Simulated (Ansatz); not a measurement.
Basis-set extrapolation for AlH$_{5}$OSi$_{2}$ (`[O]1[AlH][SiH2][SiH2]1`) (PBE0-D4/def2-TZVP geometry, frozen core, Ansatz 0.2.0). Multiplicity 1, RHF reference.

```tsv
	def2-TZVPP	def2-QZVPP
HF	-897.688938	-897.717637
MP2 correlation	-0.552297	-0.595362
CCSD(T) correlation	-0.621614	not run
```

Energies in hartree. Use E(X) = E(∞) + A·exp(−7.88·√X) for Hartree–Fock and E(X) = E(∞) + B·X^(−2.97) for correlation, with X = 3 and 4, and add CCSD(T) minus MP2 of the smaller set to the MP2 limit.

Task: What is the CCSD(T) energy at the basis-set limit?

Result: HF limit: -897.717637 + (-0.028699) × 0.13774 = -897.72159. MP2 limit: -0.595362 + (-0.043065) × 0.74074 = -0.62726. Higher-order term: -0.621614 − (-0.552297) = -0.06932. Total: -898.41817 hartree, 2.93 eV below CCSD(T)/def2-TZVPP.
